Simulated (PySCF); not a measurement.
**Electric field gradients and quadrupole coupling constants**

Species: Al2Cl6.
Cartesian coordinates in Å at the PBE0-D3(BJ)/def2-SVP level; atoms count from 1:
```xyz
8
Al2Cl6 angstrom
Cl    -1.7486   -2.6440    0.0773
Al    -1.4954   -0.5773    0.0474
Cl    -3.0745    0.7781    0.0831
Cl    -0.0513   -0.0103   -1.6185
Al     1.4777    0.5896   -0.0389
Cl     1.7435    2.6547   -0.0712
Cl     3.0485   -0.7751   -0.0718
Cl     0.0306    0.0303    1.6270
```

Field gradients from the PBE0/pcSseg-1 density (PySCF, non-relativistic), principal values in atomic units, ordered |Vxx| ≤ |Vyy| ≤ |Vzz|:

| atom | Vxx | Vyy | Vzz |
| --- | --- | --- | --- |
| Cl1 | -0.7680 | -0.8651 | 1.6331 |
| Al2 | 0.0809 | 0.4038 | -0.4848 |
| Cl3 | -0.7654 | -0.8615 | 1.6269 |
| Cl4 | 0.4686 | 0.9796 | -1.4482 |
| Al5 | 0.0809 | 0.4039 | -0.4848 |
| Cl6 | -0.7676 | -0.8654 | 1.6330 |
| Cl7 | -0.7653 | -0.8608 | 1.6261 |
| Cl8 | 0.4686 | 0.9796 | -1.4482 |

Q: Find the asymmetry η = (Vxx − Vyy)/Vzz and the couplings χ = eQV/h (234.96 MHz × Q in barn × V in au), with Q(35Cl) = −0.0817 b, Q(27Al) = 0.1466 b.

A: 
| atom | environment | nucleus | η | χzz (MHz) | χxx (MHz) | χyy (MHz) |
| --- | --- | --- | --- | --- | --- | --- |
| Cl1 | chlorine bonded to Al | 35Cl | 0.06 | -31.35 | 14.74 | 16.61 |
| Al2 | aluminium bonded to 4 Cl | 27Al | 0.67 | -16.70 | 2.79 | 13.91 |
| Cl3 | chlorine bonded to Al | 35Cl | 0.06 | -31.23 | 14.69 | 16.54 |
| Cl4 | chlorine bonded to 2 Al | 35Cl | 0.35 | 27.80 | -9.00 | -18.81 |
| Al5 | aluminium bonded to 4 Cl | 27Al | 0.67 | -16.70 | 2.79 | 13.91 |
| Cl6 | chlorine bonded to Al | 35Cl | 0.06 | -31.35 | 14.74 | 16.61 |
| Cl7 | chlorine bonded to Al | 35Cl | 0.06 | -31.22 | 14.69 | 16.52 |
| Cl8 | chlorine bonded to 2 Al | 35Cl | 0.35 | 27.80 | -9.00 | -18.80 |

The tensor is traceless: Vxx + Vyy + Vzz = 0.

Q: What is Vzz at Al5 in SI units (1 au = 9.71736 × 10²¹ V/m²)?

A: -0.4848 au = -4.711 × 10²¹ V/m².

Geometry: PBE0-D3(BJ)/def2-SVP; no solvent, vibrations or thermal averaging. With a basis this small, the couplings can be 20 % off.
